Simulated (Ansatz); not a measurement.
System: Au2, charge 0, singlet. Au2 (SMILES [Au][Au]).
B3LYP-D3(BJ)/def2-TZVP minimum from Ansatz (an electronic-structure program):
```xyz
2

Au     0.0000     0.0000    -1.2768
Au     0.0000     0.0000     1.2768
```
Charge 0, spin multiplicity 1.

Total energies in hartree (Ansatz). UHF or UKS for unpaired electrons; spin-orbit terms are left out. Correlated methods leave the cores frozen (noble-gas shells, and filled d and f shells in the p block). Past Kr the def2 sets carry scalar-relativistic core potentials.

```csv
species,HF/def2-TZVPP,CCSD(T)/def2-TZVPP,HF/def2-QZVPP,CCSD(T)/def2-QZVPP,CCSDT(Q)/def2-TZVPP
1: Au2 (SMILES [Au][Au]),-269.60657,-270.35664,-269.60877,-270.41202,-270.35503
2: Au (doublet),-134.78982,-135.14279,-134.78992,-135.16744,-135.14202
```

Question: Work out the atomisation energy (electronic, to ground-state atoms) in kcal/mol: take Hartree-Fock from def2-QZVPP, extrapolate the CCSD(T) correlation energy as X^-3 (X = 3, 4), and add CCSDT(Q) - CCSD(T) in def2-TZVPP. 1 hartree = 627.51 kcal/mol.

Answer: 
Species 1: correlation (64·(-0.80325) - 27·(-0.75007))/37 = -0.84206; step +0.00161; E1 = -269.60877 + (-0.84206) + (+0.00161) = -270.44922
Species 2: correlation (64·(-0.37752) - 27·(-0.35297))/37 = -0.39543; step +0.00077; E2 = -134.78992 + (-0.39543) + (+0.00077) = -135.18458
-1·E1 +2·E2 = 0.08006 hartree = 50.2 kcal/mol.
